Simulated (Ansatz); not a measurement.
Relaxation of BFH5OSi (9 atoms, charge 1, multiplicity 1), to a largest force component of 0.015 eV/Å in at most 40 steps.

All numbers below come from RKS B3LYP-D4/def2-SVP (Ansatz 0.2.0).

```xyz
9
Properties=species:S:1:pos:R:3:forces:R:3
O -0.423 1.350 -0.363 -1.12 0.87 -0.19
B 0.703 0.576 -0.203 1.71 -1.28 0.27
Si 0.222 -1.297 0.363 -0.61 0.00 0.03
F -1.388 -0.942 0.355 -0.86 0.44 -0.07
H -0.442 2.284 -0.640 0.00 0.38 -0.10
H -1.299 0.934 -0.194 -0.54 -0.47 0.17
H 1.723 1.104 -0.415 0.49 0.50 -0.17
H 0.524 -1.669 1.731 0.49 -0.08 0.52
H 0.381 -2.339 -0.633 0.44 -0.36 -0.45
```

**Question.** Where does it end, and by what steps?

**Answer.** The forces met the threshold. After 8 steps the energy has fallen by 0.227 eV; H6 moved furthest, 0.20 Å.

```
step  energy less start (eV)  largest force component (eV/Å)  accepted
   0                  0.0000                           1.705       yes
   1                 -0.1753                           0.886       yes
   2                 -0.2072                           0.367       yes
   3                 -0.2157                           0.178       yes
   4                 -0.2221                           0.204       yes
   5                 -0.2267                           0.105       yes
   6                 -0.2269                           0.028       yes
   7                 -0.2269                           0.035        no
   8                 -0.2271                           0.011       yes
```

```xyz
9
Properties=species:S:1:pos:R:3
O -0.422 1.311 -0.353
B 0.800 0.572 -0.211
Si 0.168 -1.287 0.361
F -1.444 -0.779 0.309
H -0.531 2.248 -0.617
H -1.244 0.746 -0.142
H 1.799 1.180 -0.444
H 0.507 -1.651 1.752
H 0.366 -2.342 -0.654
```

Whether the end is a true minimum wasn't checked by a vibrational analysis.

The run took 74 s on 1 thread of Intel(R) Xeon(R) Processor @ 2.50GHz (Skylake/Cascade Lake), on a shared host, peak memory 0.17 GiB.
